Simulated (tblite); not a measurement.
gallium atom (Ga), doublet (GFN-xTB shapes and energies of metal compounds can be far from the true ones); GFN1-xTB (tblite).

tblite was given this input:
```
$ tblite run mol.xyz --method gfn1 --charge 0 --spin 1 --grad --json tblite.json --no-restart

# file mol.xyz
1

Ga     0.00000000     0.00000000     0.00000000
```

Output, abridged:

```
xTB calculator
 | screened Coulomb repulsion
 | Coulomb electrostatics
 |  * isotropic Klopman-Ohno-Mataga-Nishimoto electrostatics
 |  * onsite third-order electrostatics
 | DFT-D3(BJ) dispersion correction

halogen bonding energy    0.0000000000000E+00 Eh
repulsion energy          0.0000000000000E+00 Eh
dispersion energy         0.0000000000000E+00 Eh
number of electrons       3.0000000000000E+00 e
integral cutoff           4.0000000000000E+01 bohr

------------------------------------------------------------
  cycle        total energy    energy error   density error
------------------------------------------------------------
      1     -1.155960543462  -1.1559605E+00   8.3040362E-10
      2     -1.155960543462   0.0000000E+00   4.9824217E-10
------------------------------------------------------------

electronic energy        -1.1559605434617E+00 Eh
total energy             -1.1559605434617E+00 Eh

Post processing:
 | Mayer-Wiberg bond orders

[Info] Tight-binding results written to 'tblite.txt'
[Info] JSON dump of results written to 'tblite.json'
```
